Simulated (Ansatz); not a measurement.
The same path of BrH + Cl4Si (7 atoms, charge 0, multiplicity 1) was run 3 times with different band settings. Lost on the way: Si1–Cl2, Br6–H7. Made: Si1–Br6, Cl2–H7.

The calculation used Ansatz 0.2.0, RKS PBE-D4/def2-SVP.

Relaxed end points:

```xyz
7
Properties=species:S:1:pos:R:3
Si 0.354 0.000 -0.099
Cl 0.363 0.000 1.970
Cl 2.296 0.000 -0.754
Cl -0.605 1.680 -0.763
Cl -0.605 -1.680 -0.763
Br -3.514 0.000 1.559
H -2.180 0.000 2.099
```

```xyz
7
Properties=species:S:1:pos:R:3
Si -0.615 0.000 -0.713
Cl 0.083 0.000 3.854
Cl 1.157 0.000 0.313
Cl -0.744 1.676 -1.887
Cl -0.744 -1.676 -1.887
Br -2.305 0.000 0.740
H -0.722 0.000 2.830
```

Common settings: movable images 5; climbing image yes; optimiser quadratic models (default); start path through a guess of the saddle point; force threshold 0.05 eV/Å; iteration limit 60; end points relaxed.

| run | spring |
| --- | --- |
| 1 | 5.0 eV/Å² |
| 2 | 50.0 eV/Å² |
| 3 | 20.0 eV/Å² |

Question: What does each run give, and how far can it be trusted?

Answer: Run 1: converged after 11 iterations, highest image 1.446 eV above the first end. A vibrational analysis at the climbing image gives one clearly imaginary mode, 223i cm⁻¹, and a faint second one (27i cm⁻¹) that may be numerical noise or a soft torsion: probably a first-order saddle point.
Run 2: converged after 10 iterations, highest image 1.446 eV above the first end. Another band between the same ends (5 images) ends at a top of the same energy, where a vibrational analysis finds 1 clearly imaginary mode.
Run 3: converged after 12 iterations, highest image 1.446 eV above the first end. Another band between the same ends (5 images) ends at a top of the same energy, where a vibrational analysis finds 1 clearly imaginary mode.
The orbitals stay closed-shell, which can raise the energy where a bond breaks towards radicals; this wasn't checked here.
